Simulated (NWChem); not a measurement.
GeClF, singlet; SMILES [Cl][Ge][F]

Low-valent species are run as closed-shell singlets; no triplet was tried in these runs.

Problem. Give the equilibrium geometry at PBE-D3(BJ)/def2-SVP (NWChem) as an XYZ file, with the point group.

Solution. point group Cs; any orientation.
```
3

Ge     0.4273     0.5018     0.0000
F     -1.1543     1.3010     0.0000
Cl    -0.2317    -1.6113     0.0000
```
